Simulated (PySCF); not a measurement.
# Steps of a relaxation of Nd(NO2)3

Nd(NO2)3 (singlet in the valence; each metal's 4f electrons, 3 of them, lie in its core potential, out of spins and levels). PySCF 2.14.0, RKS r2SCAN, Nd lcecp-1-SVP with ECP49, O def2-SVP, N def2-SVP; non-relativistic Hamiltonian with scalar-relativistic core potentials where named; density fitting; no spin-orbit coupling. Origin of the start: template. Columns: position (Å) and force (eV/Å). Energies are counted from the last step; some of the 6 steps are shown. Forces carry noise of the integration grid, about 0.01 to 0.03 eV/Å.

Run from Python with OMP_NUM_THREADS=4. Where DIIS fails, smearing, a level shift and second-order steps follow.
It took 120 s on 4 threads of AMD EPYC 7571, on a shared host, from the converged density of the start.

```xyz
10
step 0  E = 0.227 eV
Nd    0.0000    0.0000    0.0000     0.00    0.00    0.00
O     2.2890    0.0000    1.0600    -0.63    0.00   -0.55
O     2.2890    0.0000   -1.0600    -0.63    0.00    0.55
N     2.9790    0.0000    0.0000     0.05    0.00    0.00
O    -1.1445    1.9823    1.0600     0.31   -0.55   -0.55
O    -1.1445    1.9823   -1.0600     0.31   -0.55    0.55
N    -1.4895    2.5799    0.0000    -0.02    0.04    0.00
O    -1.1445   -1.9823    1.0600     0.31    0.55   -0.55
O    -1.1445   -1.9823   -1.0600     0.31    0.55    0.55
N    -1.4895   -2.5799    0.0000    -0.02   -0.04    0.00
```

```xyz
10
step 2  E = 0.014 eV
Nd    0.0000    0.0000    0.0000     0.01    0.00    0.00
O     2.1920    0.0000    1.0452     0.03    0.00    0.19
O     2.1920    0.0000   -1.0452     0.03    0.00   -0.19
N     2.9029    0.0000    0.0000    -0.32    0.00    0.00
O    -1.0960    1.8983    1.0452    -0.02    0.02    0.19
O    -1.0960    1.8983   -1.0452    -0.02    0.02   -0.19
N    -1.4514    2.5140    0.0000     0.17   -0.28    0.00
O    -1.0960   -1.8983    1.0452    -0.02   -0.02    0.19
O    -1.0960   -1.8983   -1.0452    -0.02   -0.02   -0.19
N    -1.4514   -2.5139    0.0000     0.17    0.28    0.00
```

```xyz
10
step 3  E = 0.001 eV
Nd    0.0000    0.0000    0.0000     0.01    0.00    0.00
O     2.1691    0.0000    1.0493     0.02    0.00    0.09
O     2.1691    0.0000   -1.0493     0.02    0.00   -0.09
N     2.8744    0.0000    0.0000    -0.02    0.00    0.00
O    -1.0845    1.8785    1.0493    -0.02    0.01    0.08
O    -1.0845    1.8785   -1.0493    -0.02    0.01   -0.08
N    -1.4372    2.4893    0.0000     0.02   -0.02    0.00
O    -1.0846   -1.8785    1.0493    -0.02   -0.01    0.08
O    -1.0846   -1.8785   -1.0493    -0.02   -0.01   -0.08
N    -1.4372   -2.4893    0.0000     0.02    0.02    0.00
```

Where does the relaxation end?

It converges at step 5 in D3h:
```xyz
10
step 5  E = 0
Nd    0.0000    0.0000    0.0000
O     2.1698    0.0000    1.0511
O     2.1698    0.0000   -1.0511
N     2.8737    0.0000    0.0000
O    -1.0849    1.8791    1.0511
O    -1.0849    1.8791   -1.0511
N    -1.4368    2.4887    0.0000
O    -1.0849   -1.8791    1.0511
O    -1.0849   -1.8791   -1.0511
N    -1.4368   -2.4886    0.0000
```

How did the contacts change?


```tsv
contact	start (Å)	end (Å)
Nd1–O2 (NO2)	2.523	2.411
Nd1–O5 (NO2)	2.523	2.411
Nd1–O8 (NO2)	2.523	2.411
```


No frequency check is given that shows the relaxed geometry to be a minimum. An lcecp potential fixes the number of 4f electrons, so in runs with it no electron can move into or out of that shell.
